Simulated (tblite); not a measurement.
Compound: C5H8FS (charge -1).
SMILES with atom numbers: `[CH3:1][CH2:2][CH2:3]/[CH:4]=[C:5](/[F:6])[S-:7]` (hydrogens: H8, H9, H10 on C1; H11, H12 on C2; H13, H14 on C3; H15 on C4)
Bond orders are those of one Lewis drawing.

Computed with GFN2-xTB (tblite), gas phase: nudged elastic band of 9 images (0 to 8), spring 0.2 eV/Å², climbing image at the end, force threshold 0.05 eV/Å. The top image wasn't refined or checked by frequencies; at this threshold it can lie a kcal/mol or more above the true saddle point of the method.

The band describes a rotation about C2–C3 (chain CH2 carbon, allylic carbon), followed by the dihedral C1–C2–C3–C4, from the optimised start (-179°) to a second optimised geometry at -66°.

Q: How does the energy change from image to image?

A: 
```tsv
image	dihedral (°)	E (kJ/mol)	C2–C3 (Å)	C1···C4 (Å)	largest true force (eV/Å)
0	-179	0.00	1.533	3.87	0.01
1	-164	1.98	1.536	3.85	0.04
2	-149	5.90	1.540	3.81	0.05
3	-135	9.72	1.545	3.73	0.04
4	-120	11.32	1.547	3.63	0.04
5	-106	9.91	1.546	3.51	0.04
6	-92	6.49	1.542	3.36	0.04
7	-78	3.36	1.538	3.21	0.04
8	-66	2.07	1.536	3.10	0.01
```

Barriers of this band. The top is image 4 at -120°: 11.32 kJ/mol forward and 9.25 kJ/mol back; the end lies 2.07 kJ/mol above the start. The central bond is 0.014 Å longer at the top than at the start.

Q: What rate follows at 298 K for crossing this barrier forward?

A: Taking the electronic barrier for the free energy of activation (no zero-point or entropy terms, transmission 1), rate = (kT/h)·exp(−ΔE/kT) ≈ 6 × 10^10 s⁻¹, whose inverse is 2 × 10^-11 s. An error of 1 kcal/mol in the barrier changes this by a factor of 5, and the method and the loose band can each miss by that much or more.

Q: How would the two end points share their population at 298 K, from these energies alone?

A: exp(−ΔE/kT) with ΔE = 0.021 eV gives 0.44 for the higher one (end) against 1 for the lower, without vibrational, rotational or degeneracy terms. GFN2-xTB can put conformers this close in the wrong order.

Q: How long is the path, and how are the images spaced?

A: Cartesian distances between aligned neighbours (all atoms, Å): 0.71, 0.68, 0.68, 0.68, 0.68, 0.68, 0.69, 0.81; the sum is 5.60 Å, and the top lies 49 % of the way along.

What follows is the cost of the whole band run. The run took 3.2 s on an Arm Neoverse N1 with one thread, no GPU, shared host, and the process peaked at 0.18 GiB of memory.
